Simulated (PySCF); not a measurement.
## Ionisation energy of Cu(14+) by level of theory

Cu(14+) [Ne] 3s2 3p3 [3p1/2^2 3p3/2^1, M_J = 3/2] → Cu(15+) [Ne] 3s2 3p2 [3p1/2^2, M_J = 0], as a difference of total energies. Calculation: PySCF 2.14, in an even-tempered Gaussian basis (19 s from 1.2 bohr⁻², ratio 2.4; 13 p from 1.5 bohr⁻², ratio 2.4; 5 d from 7.1 bohr⁻², ratio 2.6; 4 f from 11 bohr⁻², ratio 2.6); the two-component X2C-1e Hamiltonian. Correlated levels: 1s2 frozen; the 50 highest virtual spinors dropped. "Screened" scales the spin-orbit matrix elements by Boettger's factors to mimic the two-electron term; Breit and QED terms are absent.

```tsv
method	ionisation energy (eV)
GHF (spin-free)	480.39
GMP2 (spin-free)	480.83
GHF (screened spin-orbit)	472.11
GMP2 (screened spin-orbit)	472.52
```

**Question.** How much does correlation contribute at GMP2 (screened spin-orbit)?

**Answer.** 472.52 − (472.11) = 0.41 eV, measured against GHF (screened spin-orbit).

The labels give the starting determinants; with spin-orbit coupling the two ends relaxed to ⟨J²⟩ = 3.92, ⟨L²⟩ = 5.42, ⟨S²⟩ = 0.81 and ⟨J²⟩ = 0.95, ⟨L²⟩ = 1.85, ⟨S²⟩ = 1.83.

The determinant of Cu(15+) mixes levels of different J (the jj label is only the starting occupation), so the difference between spin-free and spin-orbit rows is not the physical spin-orbit shift.

For comparison: 483.1 ± 0.9 eV (semi-empirical (NIST evaluation); NIST Atomic Spectra Database, ionization energies).
